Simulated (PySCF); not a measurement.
Sr(OH)₂, singlet: structure and spectrum

Method: PBE0/[Sr def2-TZVP with ECP28, O def2-TZVP, H def2-TZVP], scalar-relativistic core potentials, density fitting, no spin–orbit coupling, PySCF.

The structure is a minimum.

Coordinates in bohr (charge 0 multiplicity 1):
```
Sr    0.0000    0.0000   -0.4057
O     3.8339    0.0000    0.9945
O    -3.8339    0.0000    0.9945
H     5.3854    0.0000    1.9099
H    -5.3854    0.0000    1.9099
```

| Quantity | Value |
| --- | --- |
| Point group | C2v |
| Bond lengths | O–H 0.953 Å (×2), Sr–O 2.160 Å (×2) |
| Bond angles | H–O–Sr 169.5° (×2), O–Sr–O 139.9° |
| Zero-point energy | 64.3 kJ/mol |
| Enthalpy at 298.15 K above 0 K | 16.14 kJ/mol |
| Rotational symmetry number | 2 |
| Rotational constants | 1.126, 0.1139, 0.1034 cm⁻¹ |
| Entropy at 298.15 K and 1 bar | 302.0 J/(mol K) |
| Highest occupied level | -6.71 eV |
| Principal polarisabilities | 28.6, 30.3, 47.8 bohr³ |
| Lowest empty level | -1.27 eV |
| Heat capacity Cp at 298.15 K | 75.5 J/(mol K) |
| Principal quadrupole moments (Buckingham, traceless) about the centre of mass | -13.50, 5.64, 7.85 D Å |
| Dipole moment | 3.27 D |
| Atomisation energy without zero-point energy | 1675 kJ/mol |

Harmonic modes (masses in u: Sr 87.906, O 15.995, H 1.008):
```json
{"symmetry": "a1", "ω (cm⁻¹)": "71", "IR (km/mol)": "22.5"}
{"symmetry": "b2", "ω (cm⁻¹)": "411", "IR (km/mol)": "107"}
{"symmetry": "a1", "ω (cm⁻¹)": "423", "IR (km/mol)": "231"}
{"symmetry": "b1", "ω (cm⁻¹)": "430", "IR (km/mol)": "336"}
{"symmetry": "a2", "ω (cm⁻¹)": "436", "IR (km/mol)": "0.0"}
{"symmetry": "b2", "ω (cm⁻¹)": "507", "IR (km/mol)": "228"}
{"symmetry": "a1", "ω (cm⁻¹)": "508", "IR (km/mol)": "51.0"}
{"symmetry": "a1", "ω (cm⁻¹)": "3978", "IR (km/mol)": "14.4"}
{"symmetry": "b2", "ω (cm⁻¹)": "3978", "IR (km/mol)": "49.4"}
```

In C2v the vibrations span 4a1 + 3b2 + b1 + a2. Here b1 is antisymmetric to the molecular plane and b2 lies in it. The a2 mode carries no infrared intensity, as symmetry demands.

Charges (e):
```tsv
atom	Mulliken	Löwdin	polar tensor	Mayer order to Sr1
Sr1	1.36	0.94	1.79	–
O2,3	-0.97	-0.60	-1.15	0.53
H4,5	0.29	0.12	0.26	0.02
```
Other Mayer orders above 0.3: O–H 0.92 (×2).

Mulliken populations on Sr1 (electrons outside its core potential): s 2.02, p 6.09, d 0.52.

Other isomers or separated fragments may lie lower.

The final relaxation and frequency run took 61 s on 2 threads of a shared Arm Neoverse N1 host, with 107 basis functions and 13 gradients; the process peaked at 1.4 GiB. Launch command: `OMP_NUM_THREADS=2 python axn.py task.json out`.
